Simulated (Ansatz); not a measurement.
`[NH2][GaH][OH]` → `[NH2][GaH]`• + `[OH]`• at 400 K and 1 bar (homolysis of the Ga–O bond).

Program: Ansatz. Geometries: PBE0-D4/def2-TZVP. ΔE: electronic, gas phase. CCSD(T)/CBS adds triple-zeta CCSD(T) − MP2 to the extrapolated MP2 energy (def2 sets, frozen cores). This one scheme is used for every species. Open shells (•) are unrestricted, without spin–orbit coupling. For Ga outer-core shells are correlated without core-valence functions, which leaves a few kJ/mol of doubt a bond. Scalar relativity is left out up to krypton. Each species was taken in one conformer, which may not be the lowest.

| species | CCSD(T)/CBS energy (Eh) | H − E (kJ/mol) | S (J/(mol·K)) |
| --- | --- | --- | --- |
| `[NH2][GaH][OH]` | -2056.27372 | 145.9 | 332.2 |
| `[NH2][GaH]`• | -1980.41284 | 98.9 | 291.1 |
| `[OH]`• | -75.67771 | 34.1 | 192.6 |

H − E and S are ideal-gas, rigid-rotor, harmonic terms from PBE0-D4/def2-TZVP, for one conformer and one mirror image of each species, with the whole ground term of open shells counted as degenerate. 1 Eh = 2625.50 kJ/mol, R = 8.31446 J/(mol·K).

Task: By hand: ΔE, ΔH, ΔS and ΔG.

Result: ΔE = (-1980.41284) + (-75.67771) − (-2056.27372) = 0.18317 Eh = 480.9 kJ/mol. Δ(H − E) = 98.9 + 34.1 − 145.9 = -12.9, so ΔH = 468.0 kJ/mol. ΔS = 291.1 + 192.6 − 332.2 = 151.5 J/(mol·K). ΔG = 468.0 − 400 × (151.5)/1000 = 407.4 kJ/mol.

Task: By hand: the equilibrium constant, and the temperature at which ΔG would vanish if ΔH and ΔS stayed fixed.

Result: log₁₀ K = −ΔG/(RT ln 10) = -53.2. ΔG = 0 at ΔH/ΔS = 3089 K, far beyond where these terms or the molecules hold.

The number of gas molecules changes by +1, which sets the sign of ΔS. A doubt of 5 kJ/mol in ΔE shifts log₁₀ K by 0.7 here. Other conformers and mirror images would add mixing entropy, several J/(mol·K) or more a flexible species. These are equilibria of isolated gas molecules and say nothing of rates. Largest T1 diagnostic: 0.016 (customary marks: 0.02 for closed shells, 0.045 for open ones).
